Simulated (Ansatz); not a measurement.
Species: CH₂BF₃O₂, net charge 0, singlet state. SMILES: OB(O)C(F)(F)F
Coordinates optimised at B3LYP-D3(BJ)/def2-TZVP (Ansatz, a program for electronic structure):
```
B
O 1 1.3477
H 2 0.9645 1 113.90
O 1 1.3540 2 122.50 3 0.00
H 4 0.9637 1 114.23 2 -180.00
C 1 1.6186 2 117.04 3 180.00
F 6 1.3500 1 112.65 2 -60.75
F 6 1.3500 7 107.26 1 -124.51
F 6 1.3669 7 106.48 8 -113.69
```

Wanted: atomisation energy (electronic, to ground-state atoms), in eV. Cores are frozen in the correlated levels unless marked. Open shells are spin-unrestricted. No spin-orbit coupling. Non-relativistic. The coupled-cluster limit lacks core correlation, which all-electron functionals hold. CBS marks a two-point X^-3 extrapolation of the correlation energy; Hartree-Fock from the larger set.

```
level                          program  atomisation energy (eV)
----------------------  --------------  -----------------------
BLYP-D3(BJ)/def2-TZVPD  Ansatz + dftd3                    40.37
```

Question: Predict the CCSD(T)/CBS(aug-cc-pVTZ,aug-cc-pVQZ) result (Ansatz).

Answer: 40.29 eV
